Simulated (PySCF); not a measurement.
## A thermochemical cycle for In2

PBE in PySCF with def2-SVP on every atom (core potentials on In), for the lowest determinant that a PBE0 search found; no spin–orbit coupling. In2, a triplet (σ ↑, π ↑), has De = 1.36 eV to neutral atoms, and In₂⁺, a doublet (σ ↑), has De = 1.49 eV to In⁺ + In.

At the same level the In atom ionises at 5.59 eV.

Problem. What is the adiabatic ionisation energy of the molecule, and does ionisation strengthen or weaken the bond?

Solution. IE = IE(In) + De(neutral) − De(ion) = 5.59 + 1.36 − 1.49 = 5.46 eV. De changes by +0.13 eV, so ionisation strengthens the bond.

Spin–orbit coupling is left out, which matters for elements this heavy, above all for dissociation energies. States were picked by a PBE0 search and need not be the measured ground states.
